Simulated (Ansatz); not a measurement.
Computed with Ansatz on PBE0-D4/def2-TZVP structures; ΔE is electronic, products minus reactants. CBS: MP2 limit from def2 TZ/QZ plus the TZ coupled-cluster correction, frozen cores. This one scheme is used for every species. No spin–orbit coupling; open shells (•) take unrestricted orbitals. Each species was taken in one conformer, which may not be the lowest.

Consider the homolysis of the O–Si bond: `CC[SiH](O)O` → `[OH]`• + `CC[SiH]O`•.

| species | CCSD(T)/def2-TZVPP energy (Eh) |
| --- | --- |
| `CC[SiH](O)O` | -520.31811 |
| `[OH]`• | -75.64151 |
| `CC[SiH]O`• | -444.46190 |

(1) Work out ΔE.

(2) What do rigid-rotor, harmonic-oscillator terms from PBE0-D4/def2-TZVP frequencies (298.15 K, 1 bar) make of the CCSD(T)/CBS value? (An estimate is asked.)

Largest T1 diagnostic among the species: 0.012.

Results:

(1) ΔE = (-75.64151) + (-444.46190) − (-520.31811) = 0.21470 Eh = +5.84 eV. CCSD(T)/CBS gives +5.99 eV.

(2) The calculation gave: ΔZPE = -0.21 eV, ΔH = +5.84 eV, ΔS = 164 J/(mol·K), ΔG = +5.34 eV. Open shells count their whole term as degenerate.

At CCSD(T), def2-SVP lies −0.46 eV from the extrapolated value and def2-TZVPP −0.15 eV: correlation converges slowly with the basis, and small sets miss more of it in the bonded molecule than in its fragments. In def2-TZVPP, CCSD(T) changes the Hartree–Fock value by +1.36 eV (the triples alone add +0.10 eV) and MP2 by +1.68 eV; breaking electron pairs costs correlation energy, which Hartree–Fock lacks. From PBE to PBE0 (25 % exact exchange), in def2-TZVPP and without D4, ΔE moves by −0.04 eV: exact exchange takes away binding that semilocal exchange gives to molecules.
